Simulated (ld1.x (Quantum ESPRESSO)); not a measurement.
## Before and after: TM potential for nitrogen

nitrogen (N), norm-conserving Troullier–Martins (Kleinman–Bylander form), made with ld1.x (Quantum ESPRESSO) 7.5 (PBE, scalar-relativistic). Core [He], reference 2s2 2p3. Waves: 2s (bound): rc 1.05 bohr; 2p (bound): rc 1.50 bohr. Local part: the p channel. Core correction: a·sin(br)/r model core, default radius (core density twice the valence density).

Change: local potential the s channel.

Cutoffs: the cutoffs (Ry, on a coarse ladder) from which the occupation-weighted sum of valence levels, in a spherical-Bessel basis at the reference potential, stays within 10 and 1 mRy of its value at 400 Ry; they do not see the model core or the augmentation charge, which bear on the density cutoff. Errors are all-electron minus pseudo energies relative to the spin-unpolarised reference configuration.

**Question.** How do hardness, ghosts and transferability respond?

**Answer.** The potential gets neither clearly harder nor softer (55 Ry and 120 Ry → 55 Ry and 120 Ry); of the 7 tests that both files solve, the error grows in 2 and shrinks in 1 by more than 15 % and 0.3 meV (median size 31.0 → 31.4 meV); neither file shows a bound ghost.

```tsv
quantity	base	changed
cutoff, loose	55 Ry	55 Ry
cutoff, tight	120 Ry	120 Ry
bound ghosts	none	none
error for 2s2 2p2, meV [ΔE 13.59 eV]	+3.7	+12
error for 2s2 2p1, meV [ΔE 42.45 eV]	+98	+132
error for 2s2 2p0, meV [ΔE 89.53 eV]	+572	+619
error for 2s1 2p4, meV [ΔE 11.51 eV]	+7.4	+7.5
error for 2s1 2p0, meV [ΔE 167.35 eV]	+973	+1019
error for 2s1 2p3, meV [ΔE 25.37 eV]	-26	-15
error for 2s0 2p5, meV [ΔE 23.04 eV]	+31	+31
s: phases at 1.65 bohr within 0.05 rad from the reference energy up to (Ry; the scan ends near 5)	to the end of the scan	to the end of the scan
p: phases at 1.65 bohr within 0.05 rad from the reference energy up to (Ry; the scan ends near 5)	3.6	4.3
```
